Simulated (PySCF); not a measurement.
How methods differ on the ionisation energy of Zn

Zn [Ar] 3d10 4s2 (1S) → Zn⁺ [Ar] 3d10 4s1 (2S), as a difference of total energies. All numbers are calculated (PySCF 2.14, scalar relativity by spin-free X2C-1e, in aug-cc-pVDZ-DK (7s6p4d2f, 59 functions)). Correlated levels: valence: [Ar] frozen. The calculations carry no spin-orbit coupling.

```json
{"method": "UHF", "ionisation energy (eV)": "7.785"}
{"method": "LDA", "ionisation energy (eV)": "9.952"}
{"method": "PBE", "ionisation energy (eV)": "9.631"}
{"method": "PBE0", "ionisation energy (eV)": "9.302"}
{"method": "r2SCAN", "ionisation energy (eV)": "9.434"}
{"method": "BHandHLYP", "ionisation energy (eV)": "9.167"}
{"method": "B2PLYP", "ionisation energy (eV)": "9.400"}
{"method": "HSE06", "ionisation energy (eV)": "9.361"}
{"method": "TPSSh", "ionisation energy (eV)": "9.303"}
{"method": "MP2 (valence)", "ionisation energy (eV)": "9.143"}
{"method": "SCS-MP2 (valence)", "ionisation energy (eV)": "9.159"}
```

Problem. How much does correlation contribute at MP2 (valence)?

Solution. 9.143 − (7.785) = 1.358 eV, measured against UHF.

Errors of the correlated levels include the incompleteness of this basis and the frozen core.

MP2 underrates the near-degeneracy of ns² with np² in the lower species.

For comparison: 9.394 eV (measured; NIST Atomic Spectra Database, ionization energies).
